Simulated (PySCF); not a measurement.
**UHF on Hf (hafnium, neutral)**

Configuration: [Xe] 4f14 5d4, high-spin 5D determinant (an excited configuration). Calculation: PySCF 2.14, in x2c-TZVPPall (11s7p7d3f1g, 97 functions); scalar relativity by spin-free X2C-1e.

```
Total energy                                                  : -15073.245883 hartree
One-electron energy                                           : -20707.1328 hartree
Hartree (Coulomb) energy                                      : 5941.9878 hartree
Exchange energy                                               : -308.1009 hartree
⟨S²⟩                                                          : 6.0081
⟨L²⟩                                                          : 6.028
Sum of ⟨r⟩                                                    : 44.28 bohr
Sum of ⟨r²⟩                                                   : 68.53 bohr²
Traceless quadrupole moment −½Σ⟨3z² − r²⟩ along its main axis : -2.89 e·bohr²
Langevin diamagnetic susceptibility                           : -54.3 ×10⁻⁶ cm³/mol
```

| shell | electrons | mean orbital energy (eV) | spread (eV) | rms radius, mean of both spins (bohr) |
| --- | --- | --- | --- | --- |
| 1s β | 1 | -65681.8 | 0 | 0.0215 |
| 1s α | 1 | -65681.8 | 0 | 0.0215 |
| 2s α | 1 | -11366.9 | 0 | 0.0869 |
| 2s β | 1 | -11366.8 | 0 | 0.0869 |
| 2p α | 3 | -10004.1 | 0.003 | 0.0788 |
| 2p β | 3 | -10003.9 | 0.041 | 0.0788 |
| 3s β | 1 | -2647.7 | 0 | 0.222 |
| 3s α | 1 | -2647.7 | 0 | 0.222 |
| 3p β | 3 | -2231.4 | 0.081 | 0.224 |
| 3p α | 3 | -2231.4 | 0.070 | 0.224 |
| 3d α | 5 | -1723.4 | 0.114 | 0.205 |
| 3d β | 5 | -1723.3 | 0.085 | 0.205 |
| 4s α | 1 | -561.66 | 0 | 0.498 |
| 4s β | 1 | -561.60 | 0 | 0.498 |
| 4p α | 3 | -422.04 | 0.138 | 0.530 |
| 4p β | 3 | -421.98 | 0.200 | 0.530 |
| 4d α | 5 | -235.51 | 0.279 | 0.577 |
| 4d β | 5 | -235.33 | 0.245 | 0.577 |
| 5s α | 1 | -77.712 | 0 | 1.23 |
| 5s β | 1 | -75.710 | 0 | 1.23 |
| 5p α | 3 | -42.619 | 0.342 | 1.46 |
| 5p β | 3 | -38.952 | 0.749 | 1.46 |
| 4f α | 7 | -28.182 | 0.177 | 0.751 |
| 4f β | 7 | -27.989 | 0.280 | 0.751 |
| 5d α | 4 | -4.640 | 0.915 | 3.10 |

Spin-orbit coupling, absent here, splits the open shell strongly.

Densities and radii are taken from the X2C orbitals without a picture-change correction, which distorts them close to the nucleus.

Spin-orbit constants ζ (cm⁻¹) from the X2C one-electron operator on these orbitals: bare nucleus, nucleus screened by l(l+1)(2l+1)/3 electrons, and screened by the Breit-Pauli mean field of the electrons.

| shell | bare | screened nucleus | mean field |
| --- | --- | --- | --- |
| 2p | 6051000 | 5883000 | n/a |
| 3p | 1310000 | 1274000 | n/a |
| 3d | 205000 | 176500 | n/a |
| 4p | 295000 | 286800 | n/a |
| 4d | 39520 | 34030 | n/a |
| 4f | 6432 | 3931 | n/a |
| 5p | 34650 | 33680 | n/a |
| 5d | 1374 | 1183 | n/a |

To first order the Landé constant is A = 295.9 cm⁻¹, so the lowest level has J = 0 and lies 0.220 eV below the centre of the term. This holds in LS coupling only.
